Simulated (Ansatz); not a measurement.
Input (CCSDT(Q)/cc-pV(D+d)Z; Ansatz, an electronic-structure program): A basis named .json is the Basis Set Exchange file of that set.

Ansatz 0.2 input:
```yaml
crystal:
  periodic: [false, false, false]
  atoms:
    - {symbol: Si, position_ang: [1.41057072, 0.46865932, 0.01185092]}
    - {symbol: Si, position_ang: [-0.63868274, -0.70909572, -0.11847444]}
    - {symbol: N, position_ang: [-1.83707409, 0.51986530, 0.12296948]}
    - {symbol: H, position_ang: [2.52962410, -0.48472156, -0.19234927]}
    - {symbol: H, position_ang: [1.46573227, 1.52077306, -1.02777586]}
    - {symbol: H, position_ang: [1.54392915, 1.08997691, 1.35094230]}
    - {symbol: H, position_ang: [-0.61913837, -1.81622176, 0.87718678]}
    - {symbol: H, position_ang: [-0.79001763, -1.28044207, -1.47614000]}
    - {symbol: H, position_ang: [-2.07704268, 0.69768778, 1.10007899]}
basis:
  gaussian:
    orbitals: cc-pV_D+d_Z.json
magnetization: {spin_polarized: true, initial_magnetization: 1}
correlation: {method: ccsdt_q, electrons: outside_noble_gas}
```

Output:

```
Functional definition: HF
integrals: 0.23 GiB planned
1791 factors; integrals over basis functions are off by at most 2.4e-7 eV
mean field: 0.44 GiB planned
mean field evaluation 1: about -17295.1289 eV, gradient 2.5e1 eV
mean field evaluation 2: about -17295.1304 eV, gradient 2.5e1 eV
mean field evaluation 4: about -17299.9066 eV, gradient 4.4e0 eV
mean field evaluation 8: about -17300.4678 eV, gradient 1.7e-1 eV
mean field evaluation 16: about -17297.8509 eV, gradient 2.0e1 eV
mean field evaluation 32: about -17299.1120 eV, gradient 4.1e0 eV
mean field evaluation 64: about -17300.4702 eV, gradient 5.6e-2 eV
mean field evaluation 96: about -17293.9930 eV, gradient 5.3e0 eV
mean field -17300.47066450 eV, -635.7805702404 hartree, gradient 3.0e-6 eV, S^2 0.761212; 5 other end points of the search recorded, 0 dependent functions left out
determinant -17300.47066450 eV, -635.7805702404 hartree, with singles and doubles -17311.34703907 eV, -636.1802696332 hartree
determinant -17299.19886840 eV, -635.7338325956 hartree, with singles and doubles -17310.02987769 eV, -636.1318648453 hartree
11 core orbitals not correlated
reference -17300.47066450 eV, -635.7805702404 hartree; 10, 9 occupied and 69, 70 virtual orbitals, 1791 factors
second order -9.21399503 eV of doubles, -0.00000000 eV of singles
coupled cluster: 10.36 GiB planned
cycle   1  -10.38394912 eV  change    -1.2e0 eV  update   9.8e-2
cycle   2  -10.99696624 eV  change   -6.1e-1 eV  update   4.0e-2
cycle   3  -11.18741177 eV  change   -1.9e-1 eV  update   2.5e-2
cycle   4  -11.18456843 eV  change    2.8e-3 eV  update   1.2e-2
cycle   5  -11.19223544 eV  change   -7.7e-3 eV  update   7.6e-3
cycle   6  -11.19738524 eV  change   -5.1e-3 eV  update   4.1e-3
cycle   7  -11.19702937 eV  change    3.6e-4 eV  update   2.0e-3
cycle   8  -11.19858666 eV  change   -1.6e-3 eV  update   9.5e-4
cycle   9  -11.19938650 eV  change   -8.0e-4 eV  update   4.8e-4
cycle  10  -11.19901447 eV  change    3.7e-4 eV  update   3.2e-4
cycle  11  -11.19884618 eV  change    1.7e-4 eV  update   2.4e-4
cycle  12  -11.19882306 eV  change    2.3e-5 eV  update   1.8e-4
cycle  13  -11.19889367 eV  change   -7.1e-5 eV  update   1.4e-4
cycle  14  -11.19908674 eV  change   -1.9e-4 eV  update   1.1e-4
cycle  15  -11.19913729 eV  change   -5.1e-5 eV  update   6.6e-5
cycle  16  -11.19907767 eV  change    6.0e-5 eV  update   3.8e-5
cycle  17  -11.19904990 eV  change    2.8e-5 eV  update   1.9e-5
cycle  18  -11.19904729 eV  change    2.6e-6 eV  update   1.2e-5
cycle  19  -11.19905459 eV  change   -7.3e-6 eV  update   6.3e-6
cycle  20  -11.19906351 eV  change   -8.9e-6 eV  update   3.4e-6
cycle  21  -11.19906656 eV  change   -3.0e-6 eV  update   1.7e-6
cycle  22  -11.19906607 eV  change    4.9e-7 eV  update   9.4e-7
perturbative correction -0.01754877 eV, -0.0006449053 hartree
Total energy: -17311.68727934 eV, -636.1927732326 hartree
```
